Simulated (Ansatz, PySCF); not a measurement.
Ligand exchange on a metal centre used in film growth or etching (Ti Cl-F). Gas-phase values, no solvent.

Quantity: redistribution energy (mixed species minus the weighted end members), in eV.

Level 1: frozen-core MP2/def2-TZVPP // TPSS-D3(BJ)/def2-SVP (Ansatz, an electronic-structure program)
Level 2: B3LYP/6-31G* (LANL2DZ on Ti) // TPSS-D3(BJ)/def2-SVP (PySCF)
Level 3: B3LYP/LANL2DZ // TPSS-D3(BJ)/def2-SVP (PySCF)
Level 4: PBE/6-31G* (LANL2DZ on Ti) // TPSS-D3(BJ)/def2-SVP (PySCF)

```csv
species,level 1,level 2,level 3,level 4
3 of 4 Cl replaced by F: [Ti(Cl)(F)3],0.093,0.028,0.032,0.025
1 of 4 Cl replaced by F: [Ti(Cl)3(F)],0.099,0.035,0.029,0.033
2 of 4 Cl replaced by F: [Ti(Cl)2(F)2],0.129,0.043,0.041,0.039
```
